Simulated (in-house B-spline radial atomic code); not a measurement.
O⁷⁺. Computed with a B-spline radial atomic code. Model: all-electron spherical atom, spin shells full or empty, radial basis limit, no spin-orbit coupling, Breit or QED, empty-state partial waves extrapolated as (l+1/2)^-4, RPA, G0W0 and static COHSEX of the highest shell as one setting changes (uncorrelated shells keep exact exchange).

Empty levels are discrete states of a finite basis, so the steps are uneven.

One electron: RPA and GW hold self-correlation, the exact correlation energy is zero.

Given: element O; charge 7; filled core none; hamiltonian non-relativistic; mean-field start Hartree-Fock; highest l of empty states 9; lowest nl shells left uncorrelated 0; highest mean-field shell 1s up; box radius 8.41 bohr.

Shell: 1s 1 0 (electrons up and down).

| highest empty level kept (hartree) | RPA correlation energy (hartree) | G0W0 level (eV) | G0W0 minus most complete (meV) | COHSEX level (eV) | linearised minus solved G0W0 (meV) |
| --- | --- | --- | --- | --- | --- |
| 21.33 | -0.0055833 | -869.99 | 622 | -870.3 | 0 |
| 42.67 | ? | ? | ? | ? | ? |
| 74.67 | -0.011782 | -870.12 | 489.8 | -870.83 | 0 |
| 128 | -0.016741 | -870.35 | 257.4 | -871.42 | 0 |
| 213.33 | -0.019 | -870.46 | 146.9 | -871.71 | 0 |
| 384 | -0.020353 | -870.53 | 75.2 | -871.89 | 0 |
| 640 | -0.021057 | -870.57 | 36.3 | -871.99 | 0 |
| 1280 | -0.021437 | -870.59 | 14.6 | -872.03 | 0 |
| 2560 | -0.021608 | -870.6 | 4.5 | -872.05 | 0 |
| 5333.3 | ? | ? | ? | ? | ? |
| 12800 | -0.021673 | -870.61 | 0.1 | -872.06 | 0 |
| 42667 | -0.021674 | -870.61 | 0 | -872.06 | 0 |

**Question.** What follows for highest empty level kept = 42.67?

**Answer.** RPA correlation energy -0.0090009 hartree; G0W0 level -870.03 eV; G0W0 minus most complete 578 meV; COHSEX level -870.55 eV; linearised minus solved G0W0 0 meV.

**Question.** What follows for highest empty level kept = 5333.3?

**Answer.** RPA correlation energy -0.021662 hartree; G0W0 level -870.61 eV; G0W0 minus most complete 1 meV; COHSEX level -872.06 eV; linearised minus solved G0W0 0 meV.
